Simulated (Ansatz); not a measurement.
`CSB(C)Br`: the same geometry under several functionals.

```yaml
crystal:
  periodic: [false, false, false]
  atoms:
    - {symbol: C, position_ang: [-1.440115, 1.130080, 1.253144]}
    - {symbol: S, position_ang: [0.049318, 0.113335, 1.205597]}
    - {symbol: B, position_ang: [0.337071, -0.290146, -0.496953]}
    - {symbol: C, position_ang: [1.563800, -1.171498, -0.880710]}
    - {symbol: Br, position_ang: [-0.841241, 0.340416, -1.892714]}
    - {symbol: H, position_ang: [-1.616209, 1.380125, 2.298748]}
    - {symbol: H, position_ang: [-2.291707, 0.577852, 0.860018]}
    - {symbol: H, position_ang: [-1.297738, 2.042548, 0.677106]}
    - {symbol: H, position_ang: [1.229639, -2.075019, -1.400372]}
    - {symbol: H, position_ang: [2.208052, -0.634774, -1.584118]}
    - {symbol: H, position_ang: [2.164529, -1.470021, -0.019246]}
basis:
  gaussian: {orbitals: def2-TZVPP}
hamiltonian: {xc: {name: wB97X-V}}
output: {orbitals: {seedname: orbitals}}
```

```sh
$ ansatz run in.yaml --threads 4 --pin off --events-out ev --progress --plain --max-ram 10444MiB
```

It prints (some lines left out):

```
Functional definition: wB97X-V
1587 factors; their error is unknown
346 factors; integrals over basis functions are off by at most 1.5e-5 eV
mean field evaluation 1: about -83720.9511 eV, gradient 4.0e1 eV
mean field evaluation 2: about -83723.0018 eV, gradient 2.6e1 eV
mean field evaluation 4: about -83724.5123 eV, gradient 1.0e0 eV
mean field evaluation 8: about -83724.7941 eV, gradient 5.1e-1 eV
mean field evaluation 16: about -83724.7944 eV, gradient 6.5e-5 eV
mean field -83724.79443971 eV, -3076.8294449555 hartree, gradient 6.5e-5 eV, S^2 0.000000; 0 other end points of the search recorded, 0 dependent functions left out
reference -83724.79443768 eV, -3076.8294448809 hartree; 37, 37 occupied and 230, 230 virtual orbitals, 1587 factors
Total energy: -83724.79443768 eV, -3076.8294448809 hartree
```

It took 8.5 s on 4 threads of an Arm Neoverse V2 on a shared host, with 1 GiB of host memory at the peak.

With the line `hamiltonian: {xc: {name: wB97M-V}}` and forces (abridged; 12 s):

```
Functional definition: wB97M-V
mean field evaluation 16: about -83727.4248 eV, gradient 1.1e-4 eV
mean field -83727.42482615 eV, -3076.9261098739 hartree, gradient 4.1e-5 eV, S^2 0.000000
Total energy: -83727.42487516 eV, -3076.9261116751 hartree
Atom 0 force    -0.136821     0.090341    -0.022341 eV/Å
Atom 1 force     0.110890    -0.069091     0.050833 eV/Å
Atom 2 force     0.002604     0.001095     0.024863 eV/Å
Atom 3 force     0.094472    -0.068917    -0.038570 eV/Å
Atom 4 force    -0.032916     0.017896    -0.032200 eV/Å
Atom 5 force     0.004480    -0.015051    -0.095587 eV/Å
Atom 6 force     0.061396     0.057219     0.034976 eV/Å
Atom 7 force    -0.025379    -0.070571     0.051204 eV/Å
Atom 8 force     0.017401     0.067703     0.036882 eV/Å
Atom 9 force    -0.051153    -0.033301     0.050139 eV/Å
Atom 10 force    -0.044974     0.022677    -0.060197 eV/Å
Dipole moment:    -0.054085     0.057312     0.172552 e Å
```
